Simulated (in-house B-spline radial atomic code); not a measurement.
RPA and G0W0 on Hartree-Fock: the chlorine ion Cl¹⁶⁺

Configuration 1s1, highest spin, mean-field start Hartree-Fock. Computed with an all-electron radial atomic-structure program (B-spline basis): all electrons, non-relativistic, point nucleus, each spin shell either full or empty, empty states to l = 9 with an (l + 1/2)⁻⁴ tail; G0W0 by contour deformation at full frequency.

Relativity, left out, deepens the 1s level by about Z⁴α²/8 hartree.

With one electron the exact correlation energy is zero, so what RPA and GW give is self-correlation.

Command:
```bash
python run_gw.py task.json out
```
Settings (radii: box in bohr, nucleus in fm):
```
Z                        17
electrons                1
configuration            1s1
hamiltonian              nr
method                   hf
lmax                     9
spin_polarised           True
box_radius               4.78
intervals                44
ion_configuration        bare nucleus
```

Cost of the run: 0.5 s on 1 thread of Arm Neoverse N1 (shared host).

Energies (hartree):

| term | value |
| --- | --- |
| mean-field total | -144.50000 |
| Hartree-Fock functional on these orbitals | -144.50000 |
| direct second order | -0.022673 |
| second-order exchange | 0.022673 |
| SOSEX correction | 0.022511 |

(1) What is the RPA correlation energy, and what remains with SOSEX?

Quasi-particle levels (eV):

| level | occupied | mean field | Σx - vxc | Σc | QP weight | G0W0 |
| --- | --- | --- | --- | --- | --- | --- |
| 1s up | yes | -3932.05 | 0.00 | ? | ? | ? |
| 1s down | no | -3644.47 | 0.00 | -2.61 | 1.000 | -3647.08 |

G0W0 = mean field + (Σx - vxc) + Σc, with Σc (partial-wave tail included) taken at the quasi-particle energy.

(2) Where does G0W0 put 1s up?

(3) What does it cost to remove one electron (to the bare nucleus) by differences of total energies, each species on its own start (correlation terms add to the Hartree-Fock functional)?

## Answers

(1) RPA gives -0.022511 hartree (-0.613 eV per electron); RPA + SOSEX gives 0, and the second-order doubles (MP2) 0 hartree. SOSEX takes back 100 % of the RPA value.

(2) At -3931.85 eV, with Σc = 0.19 eV and a quasi-particle weight of 1.000. The tabulated removal energy is 3946.292 eV (NIST, tabulated theory); the calculation leaves out relativity, QED, nuclear size and recoil, and what these don't explain is the method's own error.

(3) Hartree-Fock functional 3932.05 eV, + RPA 3932.66 eV, + RPA + SOSEX 3932.05 eV, + second order 3932.05 eV. Tabulated: 3946.292 eV (NIST, tabulated theory); the calculation leaves out relativity, QED, nuclear size and recoil, and what these don't explain is the method's own error.
